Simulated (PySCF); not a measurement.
C₄H₁₂O₂Si.
SMILES with atom numbers: `[CH3:1][O:2][CH:3]([CH2:4][SiH3:5])[O:6][CH3:7]` (hydrogens: H8, H9, H10 on C1; H11 on C3; H12, H13 on C4; H14, H15, H16 on Si5; H17, H18, H19 on C7)

Computed with PySCF, TDDFT PBE0/def2-SVPD, vertical, gas phase, core orbitals frozen in the response. Isolated species at its GFN2-xTB geometry (one conformer only). Torsions of this conformer, `[CH3:1][O:2][CH:3]([CH2:4][SiH3:5])[O:6][CH3:7]`: C1–O2–C3–C4 59°, O2–C3–C4–Si5 -164°, O2–C3–O6–C7 -65°.

Problem. Predict the UV-vis stick spectrum at this level.

Solution. 

| state | λ (nm) | E (eV) | f | main configurations (H = HOMO, L = LUMO) |
| --- | --- | --- | --- | --- |
| S1 | 172.1 | 7.20 | 0.0063 | H→L (96%) |
| S2 | 162.2 | 7.64 | 0.0066 | H-1→L (86%) |
| S3 | 159.0 | 7.80 | 0.0074 | H→L+2 (47%), H→L+1 (33%), H→L+3 (10%) |
| S4 | 157.4 | 7.88 | 0.023 | H→L+1 (53%), H→L+2 (31%) |
| S5 | 157.0 | 7.89 | 0.0087 | H→L+3 (80%), H→L+2 (8%) |
| S6 | 152.3 | 8.14 | 0.018 | H-2→L (90%) |

Triplets (Tamm–Dancoff): T1 7.09 eV, H→L (91%); T2 7.49 eV, H-1→L (74%), H→L+1 (8%).

The lowest singlet comes at 172 nm (695 kJ/mol) in the vacuum ultraviolet; it is weak; its leading configuration is HOMO→LUMO (96%). The strongest level in the table is S4 at 7.88 eV (157 nm, f = 0.023). Löwdin shares by element: HOMO oxygen 58%, carbon 17% or more (atoms not listed hold the other 25%); LUMO carbon 24% or more, silicon 22% (atoms not listed hold the other 54%). Orbital energies (eV): HOMO-3 -9.07, HOMO-2 -8.64, HOMO-1 -8.21, HOMO -7.74, LUMO 0.54, LUMO+1 1.02, LUMO+2 1.11. The listed states span 0.93 eV, and the widest gap between neighbours is 0.44 eV (S1 to S2). The oscillator strengths of these states sum to 0.070; summed over the whole spectrum of an exact calculation they would give the number of electrons, 66 (Thomas–Reiche–Kuhn). No computed singlet lies in the visible range (380 to 750 nm); the lowest, at 172 nm, stands 3.94 eV above its violet end (3.26 eV). The window holds the lowest 6 singlets.
